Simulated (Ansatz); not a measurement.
Computed with Ansatz on PBE0-D4/def2-TZVP structures; ΔE is electronic, products minus reactants. CBS: MP2 limit from def2 TZ/QZ plus the TZ coupled-cluster correction, frozen cores. One conformer a species, not always the lowest.

Consider the redistribution: `ClB1CO1` + `[BH2][AlH][S]C` → `BB1CO1` + `C[S][AlH][Cl]`.

`ClB1CO1`:

```xyz
6

Cl    2.460    0.199    0.082
B     0.770   -0.095    0.070
C    -0.692    0.210   -0.098
O    -0.056   -1.104    0.308
H    -1.192    0.147   -1.060
H    -1.291    0.642    0.698
```

`[BH2][AlH][S]C`:

Cartesian coordinates in Å:
```
B -0.598 -0.140 -1.849
Al 0.247 -1.503 -0.461
S 0.744 -0.797 1.543
C 0.256 0.958 1.497
H -1.782 0.009 -1.970
H 0.069 0.552 -2.566
H 0.567 -3.035 -0.722
H 0.741 1.487 0.677
H 0.580 1.405 2.436
H -0.825 1.064 1.416
```

`BB1CO1`:

Cartesian coordinates in Å:
```
B -1.569 -0.492 0.201
B 0.036 -0.255 -0.050
C 1.293 0.612 -0.131
O 1.206 -0.834 -0.361
H -2.360 -0.374 -0.687
H -1.999 -0.712 1.295
H 1.859 0.876 0.758
H 1.535 1.180 -1.025
```

`C[S][AlH][Cl]`:

Z-matrix (Å, degrees):
```
C
S 1 1.824
H 1 1.091 2 112.0
H 1 1.089 2 108.6 3 120.5
H 1 1.089 2 108.7 3 -120.5
Al 2 2.158 1 100.1 3 0.2
Cl 6 2.092 2 118.0 1 180.0
H 6 1.574 2 120.9 1 -0.0
```

```
         species  CCSD(T)/CBS(def2) energy (Eh)
       `ClB1CO1`                     -599.02877
`[BH2][AlH][S]C`                     -706.23154
        `BB1CO1`                     -165.17216
 `C[S][AlH][Cl]`                    -1140.13367
```

(1) Work out ΔE.

Largest T1 diagnostic among the species: 0.016.

Results:

(1) ΔE = (-165.17216) + (-1140.13367) − (-599.02877) − (-706.23154) = -0.04552 Eh = -119.5 kJ/mol.

At CCSD(T), def2-SVP lies +17.2 kJ/mol from the extrapolated value and def2-TZVPP +5.6 kJ/mol. From BLYP to BHLYP (50 % exact exchange), in def2-TZVPP and without D4, ΔE moves by −4.0 kJ/mol. In def2-TZVPP, CCSD(T) changes the Hartree–Fock value by +11.0 kJ/mol (the triples alone add +1.7 kJ/mol) and MP2 by +7.0 kJ/mol.
